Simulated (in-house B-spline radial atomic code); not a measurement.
LDA exchange-only excitations of Hg²⁺

Method: LDA exchange-only. Computed with an all-electron radial atomic-structure program (B-spline basis): linear response of the closed shell [Xe] 4f14 5d10 with the functional's adiabatic kernel; scalar-relativistic (spin-free one-electron X2C), finite nucleus, no spin-orbit coupling, no double excitations, S, P, D and F terms only; shells from n = 3 respond. Only terms of natural parity with L up to 3 were computed.

Spin-orbit coupling is strong here, so these LS terms don't match observed levels.

Command:
```bash
python run_td.py task.json out
```
Settings (radii: box in bohr, nucleus in fm):
```
Z                        80
electrons                78
configuration            [Xe] 4f14 5d10
hamiltonian              x2c
method                   lda,
box_radius               29.48
rms_radius               5.4648
intervals                72
```

Run time, properties included: 9.7 s on 1 thread of Arm Neoverse N1 (shared host).

The lowest states, in the order of their Tamm-Dancoff energies; the method's threshold (minus the highest occupied level) is 27.494 eV. Labels give the largest channel, * marks a mixed state, and oscillator strengths are full-response dipole values. Semilocal kernels can invert the small singlet-triplet splittings of Rydberg terms. Energies in eV:

| state | full response | Tamm-Dancoff | oscillator strength |
| --- | --- | --- | --- |
| 5d → 6s 3D | ? | ? | - |
| 5d → 6s 1D | 5.524 | 5.597 | - |
| 5d → 6p 3P | 12.596 | 12.647 | - |
| 5d → 6p 3F | 12.890 | 12.912 | - |
| 5d → 6p 1F | ? | ? | - |
| 5d → 6p 1P | 14.205 | 14.331 | 0.837 |
| 5d → 7s 3D | 19.745 | 19.748 | - |
| 5d → 7s 1D | 19.878 | 19.885 | - |
| 5d → 6d 3S | 20.452 | 20.474 | - |
| 5d → 6d 3D | 20.886 | 20.890 | - |
| 5d → 6d 1D | 21.063 | 21.072 | - |
| 5d → 7p 3P | 21.758 | 21.765 | - |
| 5d → 7p 3F | 21.810 | 21.813 | - |
| 5d → 7p 1F | 21.891 | 21.891 | - |
| 5d → 6d 1S | 21.894 | 21.998 | - |
| 5d → 7p 1P | 21.994 | 22.009 | 0.0298 |
| 5d → 8s 3D | 23.517 | 23.518 | - |
| 5d → 8s 1D | 23.558 | 23.560 | - |
| 5d → 5f 3P | 23.611 | 23.616 | - |

**Question.** Where does 5d → 6s 3D lie?

**Answer.** At 4.426 eV in full response, 4.476 eV in Tamm-Dancoff.

**Question.** Where does 5d → 6p 1F lie?

**Answer.** At 13.369 eV in full response, 13.373 eV in Tamm-Dancoff.

**Question.** How large is the singlet-triplet splitting of 5d → 6s (D terms) in Tamm-Dancoff?

**Answer.** 1.12 eV, from the unrounded values.

**Question.** What polarisabilities and dispersion coefficient does the method give?

**Answer.** Dipole 8.495 bohr³, quadrupole 49.68 bohr⁵, C6 56.29 hartree·bohr⁶ for two such species.
